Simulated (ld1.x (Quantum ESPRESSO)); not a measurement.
u(r) = r·R(r): atom against pseudo-atom (Ti (Z = 22))

Columns: radius, all-electron u(r) and pseudo u(r) of the 4p shell (level -1.33 eV) of titanium in the configuration [Ar] 3d2.5 4s1.5 4p0; LDA (PZ), scalar-relativistic, TM semilocal scheme, ld1.x (Quantum ESPRESSO) 7.5.

```
r (bohr)  all-electron  pseudo
   0.192        0.1002  0.0025
   0.385       -0.0186  0.0100
   0.578       -0.1375  0.0224
   0.770       -0.1774  0.0396
   0.962       -0.1543  0.0614
   1.155       -0.0956  0.0877
   1.348       -0.0221  0.1182
   1.540        0.0537  0.1522
   1.732        0.1260  0.1890
   1.925        0.1919  0.2280
   2.118        0.2500  0.2677
   2.310        0.2999  0.3065
   2.502        0.3422  0.3431
   2.695        0.3775  0.3763
   2.888        0.4061  0.4047
   3.080        0.4285  0.4277
   3.272        0.4456  0.4452
   3.465        0.4578  0.4578
   3.658        0.4658  0.4658
   3.850        0.4699  0.4699
   4.043        0.4706  0.4706
   4.235        0.4685  0.4685
   4.428        0.4638  0.4638
   4.620        0.4571  0.4571
   4.812        0.4486  0.4486
   5.005        0.4385  0.4385
```

(1) How many radial nodes do the two functions have?

(2) At about which radius was the pseudo-wave matched?

(3) Is the pseudo-wave norm-conserving?

Results:

(1) The all-electron 4p function has n − l − 1 = 2; the pseudo-wave has 0, since the states of the same l below it are removed with the core.

(2) 3.85 bohr. The columns agree to 0.0005 from 3.27 bohr on; several derivatives are matched, so the curves merge somewhat inside the radius.

(3) Yes: the TM semilocal scheme keeps the norm inside the radius equal to the all-electron one, which fixes the energy derivative of the logarithmic derivative at the level.
